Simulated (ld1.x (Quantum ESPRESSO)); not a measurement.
## Which change was made? (Au, TM)

Au (Z = 79), norm-conserving Troullier–Martins (Kleinman–Bylander form), made with ld1.x (Quantum ESPRESSO) 7.5 (PBE, scalar-relativistic). Core [Xe] 4f14, reference 5d9 6s2 6p0. Waves: 6s (bound): rc 2.05 bohr; 6p (bound, empty): rc 3.20 bohr; 5d (bound): rc 1.85 bohr; 5f channel at -0.15 Ry: rc 2.90 bohr. Local part: all-electron potential smoothed inside 3.00 bohr (lloc = -1). Core correction: a·sin(br)/r model core, default radius (core density twice the valence density).

Cutoffs, loose and tight: the cutoffs (Ry, on a coarse ladder) from which the occupation-weighted sum of valence levels, in a spherical-Bessel basis at the reference potential, stays within 10 and 1 mRy of its value at 400 Ry. They do not see the model core or the augmentation charge, which bear on the density cutoff. Test errors are all-electron minus pseudo excitation energies from the reference, over the configurations 5d10 6s1 6p0; 5d10 6s0 6p0; 5d9 6s0 6p0; 5d9 6s1 6p1; 5d10 6s0.5 6p0; 5d7 6s0 6p0; 5d8 6s0 6p0; variants that change the core or the reference have their own tests.

The base gives: outcome: generated; cutoff, loose: 45 Ry; cutoff, tight: 70 Ry; bound ghosts: none; largest test error (meV): -615.

Q: After one change the result is: outcome: generated; cutoff, loose: 110 Ry; cutoff, tight: 300 Ry; bound ghosts: s; largest test error (meV): -859. Which change was it?
A. local potential all-electron potential smoothed inside 1.16 bohr (lloc = -1)
B. all radii but the core radius scaled by about 1.36 (s 2.80, p 4.36, d 2.52, f 3.96 bohr); local potential all-electron potential smoothed inside 4.10 bohr (lloc = -1)
C. wave 6s (bound): rc 2.05 bohr becomes 6s (bound): rc 1.42 bohr

A: C. The others give: local potential all-electron potential smoothed inside 1.16 bohr (lloc = -1) → outcome: generated; cutoff, loose: 45 Ry; cutoff, tight: 55 Ry; bound ghosts: s, p; largest test error (meV): -259 | all radii but the core radius scaled by about 1.36 (s 2.80, p 4.36, d 2.52, f 3.96 bohr); local potential all-electron potential smoothed inside 4.10 bohr (lloc = -1) → outcome: generated; cutoff, loose: 35 Ry; cutoff, tight: 50 Ry; bound ghosts: s; largest test error (meV): -1104.
